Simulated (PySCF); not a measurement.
H₅BN (SMILES B[NH3+]), charge +1, singlet, at a GFN2-xTB geometry; WB97X/6-31G*, TDA (PySCF).

Input for PySCF:
```python
from pyscf import gto, scf, dft, tdscf

mol = gto.Mole()
mol.atom = '''
    B     0.88119499    0.10574440   -0.00731153
    N    -0.61490035   -0.07734366   -0.00935601
    H     1.55120365   -0.83074683    0.16183845
    H     1.30154205    1.18204660   -0.14737037
    H    -0.93309367    0.07292481    0.95935811
    H    -0.91369437   -1.02208933   -0.27976957
    H    -1.10763015    0.61054839   -0.59200690
'''
mol.basis = '6-31g*'
mol.charge = 1
mol.verbose = 4
mol.build()

mf = dft.RKS(mol)
mf.xc = 'wb97x'
mf.kernel()
td = mf.TDA()
td.nstates = 2
td.kernel()
td.analyze()
```

It wrote (shortened):

```
PySCF version 2.14.0

[INPUT] verbose = 4
[INPUT] num. atoms = 7
[INPUT] num. electrons = 16
[INPUT] charge = 1
[INPUT] spin (= nelec alpha-beta = 2S) = 0
[INPUT] symmetry False subgroup None
[INPUT] Mole.unit = angstrom
[INPUT] Symbol           X                Y                Z      unit          X                Y                Z       unit  Magmom
[INPUT]  1 B      0.881194990000   0.105744400000  -0.007311530000 AA    1.665217193439   0.199827955206  -0.013816789252 Bohr   0.0
[INPUT]  2 N     -0.614900350000  -0.077343660000  -0.009356010000 AA   -1.161993255399  -0.146158334871  -0.017680296519 Bohr   0.0
[INPUT]  3 H      1.551203650000  -0.830746830000   0.161838450000 AA    2.931350061926  -1.569883987551   0.305830346924 Bohr   0.0
[INPUT]  4 H      1.301542050000   1.182046600000  -0.147370370000 AA    2.459558014105   2.233744340473  -0.278489638176 Bohr   0.0
[INPUT]  5 H     -0.933093670000   0.072924810000   0.959358110000 AA   -1.763291484865   0.137807918586   1.812924083280 Bohr   0.0
[INPUT]  6 H     -0.913694370000  -1.022089330000  -0.279769570000 AA   -1.726632120857  -1.931468908540  -0.528687865287 Bohr   0.0
[INPUT]  7 H     -1.107630150000   0.610548390000  -0.592006900000 AA   -2.093117630811   1.153769242894  -1.118730904853 Bohr   0.0

nuclear repulsion = 36.9891038555671
number of shells = 22
number of NR pGTOs = 74
number of NR cGTOs = 38
basis = 6-31g*
ecp = {}

******** <class 'pyscf.dft.rks.RKS'> ********
method = RKS
initial guess = minao
damping factor = 0
level_shift factor = 0
DIIS = <class 'pyscf.scf.diis.CDIIS'>
diis_start_cycle = 1
diis_space = 8
diis_damp = 0
SCF conv_tol = 1e-09
SCF conv_tol_grad = None
SCF max_cycles = 50
direct_scf = True
direct_scf_tol = 1e-13
XC library pyscf.dft.libxc version 7.1.2
    S. Lehtola, C. Steigemann, M. J. T. Oliveira, and M. A. L. Marques,  SoftwareX 7, 1–5 (2018)
XC functionals = wb97x
    J.-D. Chai and M. Head-Gordon,  J. Chem. Phys. 128, 084106 (2008)
radial grids:
    Treutler-Ahlrichs [JCP 102, 346 (1995); DOI:10.1063/1.469408] (M4) radial grids

becke partition: Becke, JCP 88, 2547 (1988); DOI:10.1063/1.454033
pruning grids: <function nwchem_prune>
grids dens level: 3
symmetrized grids: False
atomic radii adjust function: <function treutler_atomic_radii_adjust>
small_rho_cutoff = 0
Set gradient conv threshold to 3.16228e-05
Initial guess from minao.
tot grids = 76992
init E= -82.6352599225545
  HOMO = -0.379926806426624  LUMO = -0.0422531433218967  gap/eV = 9.18857
cycle= 1 E= -82.2784949433396  delta_E= 0.357  |g|= 0.269  |ddm|= 1.91
  HOMO = -0.698100096251963  LUMO = -0.2165565815721  gap/eV = 13.10347
cycle= 2 E= -82.3061671980217  delta_E= -0.0277  |g|= 0.13  |ddm|= 0.502
  HOMO = -0.685794020413365  LUMO = -0.189666613577826  gap/eV = 13.50031
cycle= 3 E= -82.3092516657091  delta_E= -0.00308  |g|= 0.0507  |ddm|= 0.106
  HOMO = -0.684867125317821  LUMO = -0.185854535061596  gap/eV = 13.57882
cycle= 4 E= -82.3098477518298  delta_E= -0.000596  |g|= 0.00535  |ddm|= 0.0418
  HOMO = -0.685826345722241  LUMO = -0.187238428796986  gap/eV = 13.56727
cycle= 5 E= -82.3098604501853  delta_E= -1.27e-05  |g|= 0.0012  |ddm|= 0.0094
  HOMO = -0.685445680251275  LUMO = -0.186839837369841  gap/eV = 13.56776
cycle= 6 E= -82.3098611673092  delta_E= -7.17e-07  |g|= 0.000255  |ddm|= 0.00236
  HOMO = -0.685496023092621  LUMO = -0.186879053094509  gap/eV = 13.56806
cycle= 7 E= -82.3098612030325  delta_E= -3.57e-08  |g|= 2.85e-05  |ddm|= 0.00066
  HOMO = -0.685503864688508  LUMO = -0.186880133912907  gap/eV = 13.56824
cycle= 8 E= -82.3098612036325  delta_E= -6e-10  |g|= 4.52e-06  |ddm|= 9.72e-05
  HOMO = -0.685502579801291  LUMO = -0.186879500027695  gap/eV = 13.56823
Extra cycle  E= -82.3098612036439  delta_E= -1.14e-11  |g|= 1.35e-06  |ddm|= 8.49e-06
converged SCF energy = -82.3098612036439

******** <class 'pyscf.tdscf.rks.TDA'> for <class 'pyscf.dft.rks.RKS'> ********
nstates = 2 singlet
deg_eia_thresh = 1.000e-03
wfnsym = None
conv_tol = 1e-05
eigh lindep = 1e-12
eigh level_shift = 0
eigh max_cycle = 100

Excitation energies (eV)
[6.3521809  8.77496099]

** Singlet excitation energies and oscillator strengths **
Excited State   1:      6.35218 eV    195.18 nm  f=0.0001
       8 -> 9        -0.70485
Excited State   2:      8.77496 eV    141.29 nm  f=0.0642
       7 -> 9        -0.70126

** Transition electric dipole moments (AU) **
state          X           Y           Z        Dip. S.      Osc.
  1        -0.0029      0.0195     -0.0036      0.0004      0.0001
  2         0.0158     -0.0813     -0.5402      0.2987      0.0642

** Transition velocity dipole moments (imaginary part, AU) **
state          X           Y           Z        Dip. S.      Osc.
  1         0.0000     -0.0012      0.0007      0.0000      0.0000
  2         0.0028     -0.0175     -0.1160      0.0138      0.0285

** Transition magnetic dipole moments (imaginary part, AU) **
state          X           Y           Z
  1         1.2920      0.1703      0.0493
  2         0.1712     -1.3916      0.2140
```
